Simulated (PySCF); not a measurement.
SMILES [SiH2](C)OB(O)O, singlet, PBE0/def2-SVP optimised geometry.

```
13

Si    -1.36    -0.53     0.00
C     -1.63    -2.38     0.00
O      0.30    -0.27     0.00
B      0.99     0.90     0.00
O      2.36     0.90     0.00
O      0.32     2.09     0.00
H     -1.97     0.09     1.21
H     -1.96     0.09    -1.23
H     -1.17    -2.84    -0.89
H     -1.18    -2.84     0.89
H     -2.70    -2.61     0.00
H      2.70     0.01     0.00
H      0.91     2.84     0.00
```

Density from PBE0/def2-TZVP (PySCF) at that geometry.

Minimum of the electron density along straight lines between bonded atoms, close to the bond critical point (lines longer than 1.1 times the sum of covalent radii, or with two minima, are not listed):

```tsv
bond	length / Å	ρ at the minimum / e bohr⁻³	∇²ρ there / e bohr⁻⁵	position (fraction from the first atom)
Si1–C2	1.866	0.124	…	0.39
Si1–O3	1.680	0.126	…	0.41
O3–B4	1.365	0.206	0.89	0.67
B4–O5	1.365	0.211	0.89	0.33
B4–O6	1.363	0.212	0.90	0.33
Si1–H7	1.494	0.122	0.13	0.49
Si1–H8	1.494	0.122	0.13	0.49
C2–H9	1.101	0.266	-0.87	0.64
C2–H10	1.101	0.266	-0.87	0.64
C2–H11	1.101	0.265	-0.86	0.64
O5–H12	0.962	0.358	-2.47	0.81
O6–H13	0.962	0.358	-2.47	0.81
```

### Question
Fill in the missing entries.

### Answer

- Si1–C2, ∇²ρ there / e bohr⁻⁵: 0.19
- Si1–O3, ∇²ρ there / e bohr⁻⁵: 0.71
